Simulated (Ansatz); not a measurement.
Relaxation of CH$_{2}$AlF$_{2}$ (6 atoms, charge -1, multiplicity 1), to a largest force component of 0.015 eV/Å in at most 40 steps.

These are results of Ansatz 0.2.0, RKS B3LYP-D4/6-31G*, not measurements.

```xyz
6
Properties=species:S:1:pos:R:3
F -0.275 2.087 -0.494
C 0.211 0.766 -0.888
Al 0.157 -0.522 0.553
F 0.961 -2.014 0.378
H -0.591 0.420 -1.593
H -0.463 -0.736 2.044
```

Question: Where does it end, and by what steps?

Answer: It converged. Limits of this set-up: an anion without diffuse functions, the dipole of an ion depends on the origin. After 9 steps the energy has fallen by 0.806 eV; H5 moved furthest, 0.67 Å.

| step | energy less start (eV) | largest force component (eV/Å) | accepted |
| --- | --- | --- | --- |
| 0 | 0.0000 | 0.983 | yes |
| 1 | -0.3043 | 1.360 | yes |
| 2 | -0.4762 | 1.508 | yes |
| 3 | -0.5601 | 2.070 | yes |
| 4 | -0.6166 | 2.450 | yes |
| 5 | -0.7414 | 0.787 | yes |
| 6 | -0.8022 | 0.216 | yes |
| 7 | -0.8044 | 0.249 | yes |
| 8 | -0.8054 | 0.065 | yes |
| 9 | -0.8056 | 0.006 | yes |

```xyz
6
Properties=species:S:1:pos:R:3
F -0.615 1.981 -0.474
C -0.137 0.666 -0.711
Al 0.131 -0.605 0.598
F 0.710 -2.153 0.190
H 0.034 0.566 -1.790
H -0.122 -0.455 2.187
```

Whether the end is a true minimum wasn't checked by a vibrational analysis.

The run took 28 s on 1 thread of Arm Neoverse V1 (shared host), peak memory 0.13 GiB.
